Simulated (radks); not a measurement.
Results of a calculation; reference values are marked as such.
Problem. Radial electron density D(r) = 4 pi r^2 rho(r) of an atom or ion with 65 electrons. Level of theory: Dirac Kohn-Sham, BLYP, spin-unpolarised, spherical densities, point nucleus (a radial shooting solver on a logarithmic mesh with Libxc functionals).

r (bohr),D(r) (e/bohr)
0.002728,20.90
0.003727,31.77
0.005132,46.49
0.007011,63.16
0.009656,79.14
0.01319,88.34
0.01817,87.30
0.02482,80.21
0.03418,81.21
0.04669,99.00
0.0643,115.1
0.08784,103.0
0.121,86.98
0.1653,99.67
0.2276,89.72
0.3109,49.84
0.4282,48.12
0.585,47.80
0.8056,24.94
1.101,13.61
1.516,7.846
2.07,2.909
2.851,1.381
3.895,1.006
5.364,0.4315
7.329,0.09776
10.09,0.01020
13.79,0.0004596

What is the nuclear charge?

Solution. Z = 65. The innermost maximum, from 1s, lies near gamma/Z bohr with gamma = sqrt(1 - (Z/c)^2) = 0.880, here 0.0135 bohr (found: 0.0150), and its height grows with Z. The density is that of neutral terbium in [Xe] 4f7.5 6s2 6p1.5; the configuration itself is not fixed sharply by these data, and Z only to a few units. D(r) has 4 maxima, at r = 0.0150, 0.0664, 0.185, 0.502 bohr, and minima at 0.0289, 0.121, 0.362 bohr, inside which lie 2.02, 11.16, 29.40 electrons.
